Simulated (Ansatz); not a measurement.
`C=[CH][InH][CH3]` + H–F → `C=[CH][InH][F]` + CH₄ at 700 K and 1 bar (ligand exchange at the In–C bond).

Gas-phase electronic energies from Ansatz, PBE0-D4/def2-TZVP geometries. CCSD(T)/CBS is the MP2 limit (def2-TZVPP, def2-QZVPP) plus CCSD(T) − MP2 in def2-TZVPP, frozen cores. This one scheme is used for every species. Elements past krypton have def2 core potentials. For In outer-core shells are correlated without core-valence functions, which leaves a few kJ/mol of doubt a bond. Each species was taken in one conformer, which may not be the lowest.

```csv
species,CCSD(T)/CBS energy (Eh),H − E (kJ/mol),S (J/(mol·K))
`C=[CH][InH][CH3]`,-308.13365,295.4,488.8
H–F,-100.39570,45.2,198.5
`C=[CH][InH][F]`,-368.10800,193.5,426.9
CH₄,-40.46206,145.9,224.0
```

H − E and S are ideal-gas, rigid-rotor, harmonic terms from PBE0-D4/def2-TZVP, for one conformer and one mirror image of each species. 1 Eh = 2625.50 kJ/mol, R = 8.31446 J/(mol·K).

**Question.** By hand: ΔE, ΔH, ΔS and ΔG.

**Answer.** ΔE = (-368.10800) + (-40.46206) − (-308.13365) − (-100.39570) = -0.04071 Eh = -106.9 kJ/mol. Δ(H − E) = 193.5 + 145.9 − 295.4 − 45.2 = -1.2, so ΔH = -108.1 kJ/mol. ΔS = 426.9 + 224.0 − 488.8 − 198.5 = -36.4 J/(mol·K). ΔG = -108.1 − 700 × (-36.4)/1000 = -82.6 kJ/mol.

**Question.** By hand: the equilibrium constant, and the temperature at which ΔG would vanish if ΔH and ΔS stayed fixed.

**Answer.** log₁₀ K = −ΔG/(RT ln 10) = 6.2. ΔG = 0 at ΔH/ΔS = 2970 K, far beyond where these terms or the molecules hold.

ΔH outweighs TΔS. A doubt of 5 kJ/mol in ΔE shifts log₁₀ K by 0.4 here. Other conformers and mirror images would add mixing entropy, several J/(mol·K) or more a flexible species. Modes under 60 cm⁻¹, often nearly free rotors, make the harmonic entropy too high. These are equilibria of isolated gas molecules and say nothing of rates. Largest T1 diagnostic: 0.015 (customary marks: 0.02 for closed shells, 0.045 for open ones).
